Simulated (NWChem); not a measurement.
System: BeNH2F; SMILES [F][Be][NH2]

```xyz
5

Be     0.0000     0.0000    -0.0909
F      0.0000     0.0000    -1.4769
N      0.0000     0.0000     1.4128
H      0.0000    -0.8244     1.9887
H      0.0000     0.8244     1.9887
```
Atoms are numbered in this order, from 1.

Level: PBE0-D3(BJ)/def2-TZVP (NWChem), optimised geometry, unscaled harmonic frequencies. 

Question: List the harmonic frequencies with IR intensities, and the thermochemistry.

Answer: 
```csv
frequency (cm⁻¹),IR intensity (km/mol)
288,36.8
319,211.8
346,50.4
702,121.7
717,0.7
1488,251.6
1580,185.5
3630,33.5
3713,33.2
```

The zero-point energy is 18.3 kcal/mol and the thermal correction to the enthalpy at 298.15 K (with zero-point energy) comes out as 21.5 kcal/mol. The heat capacity Cv is 12.6 cal/(mol K). The entropy at 298.15 K and 1 atm (symmetry number 2) is 61.0 cal/(mol K) and the dipole moment is 2.20 D.

Rigid rotor and harmonic oscillator.
